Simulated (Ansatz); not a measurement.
One geometry of the cluster TiSi₄, several levels of theory.

```yaml
crystal:
  periodic: [false, false, false]
  atoms:
    - {symbol: Ti, position_ang: [1.709273, 0.842114, -0.150447]}
    - {symbol: Si, position_ang: [0.636352, -1.269491, -0.065274]}
    - {symbol: Si, position_ang: [-0.409822, 0.653019, -1.193617]}
    - {symbol: Si, position_ang: [-0.186073, 0.635704, 1.257537]}
    - {symbol: Si, position_ang: [-1.749730, -0.861347, 0.151812]}
basis:
  gaussian: {orbitals: 6-31G}
hamiltonian: {xc: hf}
scf: {omitted_lower_state_checks: [starts]}
output: {orbitals: {seedname: orbitals}}
```

The file start.molden holds the orbitals of an earlier run on this structure, at another level or in another basis.

```sh
$ ansatz run in.yaml --threads 4 --pin off --events-out ev --progress --plain --max-ram 4787MiB
```

It prints (some lines left out):

```
Functional definition: HF
964 factors; integrals over basis functions are off by at most 9.3e-5 eV
mean field evaluation 1: about -54509.8902 eV, gradient 5.2e1 eV
mean field evaluation 2: about -54509.9072 eV, gradient 5.2e1 eV
mean field evaluation 4: about -54476.5668 eV, gradient 1.6e2 eV
mean field evaluation 8: about -54522.0905 eV, gradient 3.0e0 eV
mean field evaluation 16: about -54522.2586 eV, gradient 2.0e-3 eV
mean field -54522.25863773 eV, -2003.6560484224 hartree, gradient 5.1e-6 eV, S^2 0.000000; 0 other end points of the search recorded, 0 dependent functions left out
reference -54522.25863773 eV, -2003.6560484224 hartree; 39, 39 occupied and 42, 42 virtual orbitals, 964 factors
Total energy: -54522.25863773 eV, -2003.6560484224 hartree
Checks for a lower state left out: starts
```

Hardware: 4 threads of Arm Neoverse V2 on a shared host. Wall time 1.4 s.

As the first input, with `gaussian: {orbitals: def2-TZVPD, initial_orbitals: start.molden}`, `hamiltonian: {xc: pbe0, dispersion: d4}` (abridged; 7 s):

```
Functional definition: PBE0
mean field -54605.05041550 eV, -2006.6985901372 hartree, gradient 6.5e-6 eV, S^2 0.000000
Total energy: -54605.32607947 eV, -2006.7087206012 hartree
Checks for a lower state left out: starts
```

First input, but with `gaussian: {orbitals: def2-TZVP, initial_orbitals: start.molden}`, `hamiltonian: {xc: pbe, dispersion: d4}` (abridged; 2.9 s):

```
Functional definition: PBE
mean field -54603.02509928 eV, -2006.6241611387 hartree, gradient 1.2e-5 eV, S^2 0.000000
Total energy: -54603.35118736 eV, -2006.6361446549 hartree
Checks for a lower state left out: starts
```

The first input with `gaussian: {orbitals: def2-TZVP, initial_orbitals: start.molden}`, `hamiltonian: {xc: pbe}`, `correlation: {method: rpa}` and without the key `output` (abridged; 6 s):

```
Functional definition: PBE
mean field -54603.02507266 eV, -2006.6241601606 hartree, gradient 2.4e-6 eV, S^2 0.000000
25 core orbitals not correlated: weight in the atoms' cores, before any rotation towards them, 1.000 or more for the frozen orbitals, at most 0.000 for the correlated occupied ones
Total energy: -54565.04368205 eV, -2005.2283698004 hartree
Checks for a lower state left out: starts
```

First input, but with `gaussian: {orbitals: def2-SVP, initial_orbitals: start.molden}`, `hamiltonian: {xc: {name: LC-wPBE, parameters: {omega: 0.1/bohr}}}` (abridged; 2.4 s):

```
Functional definition: LC-wPBE
mean field -54592.41696136 eV, -2006.2343192607 hartree, gradient 5.9e-5 eV, S^2 0.000000
Total energy: -54592.41696146 eV, -2006.2343192645 hartree
Checks for a lower state left out: starts
```

As the first input, with `gaussian: {orbitals: def2-TZVP, initial_orbitals: start.molden}`, `hamiltonian: {xc: r2scan, dispersion: d4}`, `output: {forces: true, orbitals: {seedname: orbitals}}` (abridged; 8.5 s):

```
Functional definition: r2SCAN
mean field -54620.49390346 eV, -2007.2661278518 hartree, gradient 1.3e-5 eV, S^2 0.000000
Total energy: -54620.55204884 eV, -2007.2682646551 hartree
Atom 0 force     0.055486     0.025532    -0.000476 eV/Å
Atom 1 force    -0.153143     0.140675     0.007940 eV/Å
Atom 2 force    -0.008522    -0.122168     0.163386 eV/Å
Atom 3 force    -0.042509    -0.114991    -0.163262 eV/Å
Atom 4 force     0.148688     0.070952    -0.007589 eV/Å
Dipole moment:     1.201295     0.592155    -0.106450 e Å
Checks for a lower state left out: starts
```

As the first input, with `gaussian: {orbitals: def2-SVP, initial_orbitals: start.molden}`, `hamiltonian: {xc: {name: LC-wPBE, parameters: {omega: 0.15/bohr}}}` (abridged; 2.2 s):

```
Functional definition: LC-wPBE
mean field -54592.36958746 eV, -2006.2325783022 hartree, gradient 2.5e-5 eV, S^2 0.000000
Total energy: -54592.36958751 eV, -2006.2325783038 hartree
Checks for a lower state left out: starts
```

Geometry: r2SCAN-D4/def2-SVP.

The 6-31G sets use Cartesian d functions. Correlated methods freeze 25 core orbitals; core or outer-core shells of Ti are correlated, in sets that lack core-valence functions. The restricted singlet is unstable towards broken spin symmetry in Hartree–Fock (as tested in another run); at HF/6-31G this wasn't settled. The structure comes from a short search, and lower isomers may exist.
